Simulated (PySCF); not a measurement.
**Mayer bond orders and bond lengths**

C₆H₁₃FSSi.
Atom-mapped SMILES: `[CH3:1][CH2:2][C@@:3]1([F:4])[CH2:5][S:6][SiH2:7][C@H:8]1[CH3:9]` (hydrogens: H10, H11, H12 on C1; H13, H14 on C2; H15, H16 on C5; H17, H18 on Si7; H19 on C8; H20, H21, H22 on C9)

Cartesian coordinates in Å at the GFN2-xTB level; atoms count from 1:
```
atom  x, y, z in Å
C1     2.5967    0.2706    0.1464
C2     1.1180    0.6233    0.2744
C3     0.1973   -0.2398   -0.5906
F4     0.5224    0.0149   -1.9289
C5     0.3902   -1.7414   -0.3864
S6    -0.2532   -2.2523    1.2410
Si7   -1.8163   -0.7860    1.2226
C8    -1.2916    0.0778   -0.3910
C9    -1.6322    1.5623   -0.4606
H10    2.8210   -0.6795    0.6248
H11    3.1976    1.0392    0.6266
H12    2.8808    0.2163   -0.9022
H13    0.9805    1.6592   -0.0391
H14    0.8020    0.5320    1.3158
H15   -0.1559   -2.2868   -1.1578
H16    1.4368   -2.0307   -0.4328
H17   -3.1273   -1.4134    1.1150
H18   -1.6873    0.0689    2.3962
H19   -1.8077   -0.4112   -1.2269
H20   -2.7125    1.6860   -0.4912
H21   -1.2579    2.1031    0.4051
H22   -1.2119    2.0067   -1.3616
```

Bond orders from the PBE0/pcSseg-1 density (PySCF). One conformer (not necessarily the lowest) at the GFN2-xTB geometry, without solvent, vibrations or thermal averaging.

Question: How far do the computed orders between heavy atoms stray from the drawn ones?

Answer: The largest departure is 0.160, at C3–F4 (drawn single, 0.840). Drawn single, order below 0.88: C3–F4 (0.840).

Question: Give the Mayer order of every bond, beside its length.

Answer: 
```tsv
bond	drawn as	length (Å)	Mayer order
C1–C2	single	1.526	1.068
C2–C3	single	1.530	0.975
C3–F4	single	1.401	0.840
C3–C5	single	1.528	0.980
C5–S6	single	1.823	1.004
S6–Si7	single	2.143	0.971
Si7–C8	single	1.904	0.881
C8–C9	single	1.525	1.055
C8–C3	single	1.535	0.972
C1–H10	single	1.087	0.959
C1–H11	single	1.087	0.966
C1–H12	single	1.088	0.959
C2–H13	single	1.091	0.935
C2–H14	single	1.092	0.924
C5–H15	single	1.091	0.933
C5–H16	single	1.087	0.931
Si7–H17	single	1.457	0.926
Si7–H18	single	1.458	0.926
C8–H19	single	1.097	0.924
C9–H20	single	1.088	0.961
C9–H21	single	1.087	0.957
C9–H22	single	1.089	0.955
```

By pair of heavy elements: C–C: lowest C8–C3 and C2–C3 (0.972, 1.535 Å), highest C1–C2 (1.068, 1.526 Å). Bonds named together lie within 0.004.

Question: Sum the orders of all bonds at each heavy atom with more than one neighbour and set the sums beside the valence in the SMILES.

Answer: C1 3.952 (drawn 4), C2 3.902 (drawn 4), C3 3.767 (drawn 4), C5 3.848 (drawn 4), S6 1.975 (drawn 2), Si7 3.704 (drawn 4), C8 3.832 (drawn 4), C9 3.928 (drawn 4). Orders between atoms that aren't bonded are not in these sums.

For a closed shell the Mayer order of atoms A and B is Σ (PS)μν (PS)νμ over the basis functions μ on A and ν on B, with P the density and S the overlap matrix.
